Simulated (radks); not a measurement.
Ionisation of the vanadium ion V+, [Ar] 3d4, to [Ar] 3d3 as the strength of local exchange is varied. Calculated with a radial shooting solver on a logarithmic mesh with Libxc functionals: scalar-relativistic Kohn-Sham, Slater X-alpha exchange (alpha = 2/3 is LDA exchange), no correlation, spin-polarised, spherical densities, point nucleus; open shells are filled with parallel spins first.

\begin{tabular}{lrrrrr}
alpha & E(V+) (hartree) & exchange (hartree) & IE (eV) & -e of the level emptied (eV) & <r> of it (bohr) \\ \hline
0.659 & -944.59044 & -40.90652 & 14.862 & 9.122 (3d) & 1.558 \\
0.667 & -945.08741 & -41.42568 & 14.987 & 9.220 (3d) & 1.551 \\
0.696 & -946.89122 & -43.31213 & 15.448 & 9.582 (3d) & 1.528 \\
0.723 & -948.57381 & -45.07481 & 15.887 & 9.929 (3d) & 1.507 \\
0.776 & -951.88565 & -48.55251 & 16.777 & 10.642 (3d) & 1.468 \\
1.019 & -967.22121 & -64.79301 & 21.319 & 14.423 (3d) & 1.318 \\
\end{tabular}

NIST Atomic Spectra Database: 14.63 eV (measured). The central value is not met in this range of alpha. Open shells are spherical and high-spin; term and fine-structure splittings are not resolved.
